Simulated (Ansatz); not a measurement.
Stepwise reaction of boron trifluoride with hydrogen sulfide, as a gas-phase model of exchange steps in deposition or etching. ΔE in kJ/mol; ΔG adds harmonic PBE0-D4 terms to CCSD(T)/CBS, at 1 bar.

Gas-phase electronic energies from Ansatz, PBE0-D4/def2-TZVP geometries. CCSD(T)/CBS adds triple-zeta CCSD(T) − MP2 to the extrapolated MP2 energy (def2 sets, frozen cores). This one scheme is used for every species. Functionals use def2-TZVPP. B3LYP here is the variant with VWN-RPA as its local correlation; programs differ in this. One conformer a species, not always the lowest.

```json
{"step": "2", "reaction": "`FB(F)S` + H₂S → `FB(S)S` + H–F", "PBE-D4": "69.2", "B3LYP-D4": "82.1", "ωB97M-V": "83.2", "CCSD(T)/CBS": "75.0", "ΔG(600 K)": "87.6"}
{"step": "3", "reaction": "`FB(S)S` + H₂S → `SB(S)S` + H–F", "PBE-D4": "54.3", "B3LYP-D4": "65.8", "ωB97M-V": "67.7", "CCSD(T)/CBS": "54.7", "ΔG(600 K)": "61.1"}
```

Q: Give the row of step 1, `FB(F)F` + H₂S → `FB(F)S` + H–F. (Best estimate.)

A: The calculation gave: 
```json
{"step": "1", "reaction": "`FB(F)F` + H₂S → `FB(F)S` + H–F", "PBE-D4": "67.4", "B3LYP-D4": "80.8", "ωB97M-V": "80.7", "CCSD(T)/CBS": "76.3", "ΔG(600 K)": "78.5"}
```

Q: By hand: ΔE of the 3 steps together at CCSD(T)/CBS.

A: (76.3) + (75.0) + (54.7) = 206.0 kJ/mol, or 68.7 kJ/mol a step.

In ΔE step 3 is the lowest and step 1 the highest. All are uphill at CCSD(T)/CBS. ΔG lies between 61.1 and 87.6 kJ/mol a step. PBE-D4 differs from CCSD(T)/CBS by -8.9 to -0.4 kJ/mol a step. Isolated molecules leave out the surface, adducts and barriers. Largest T1 diagnostic: 0.013.
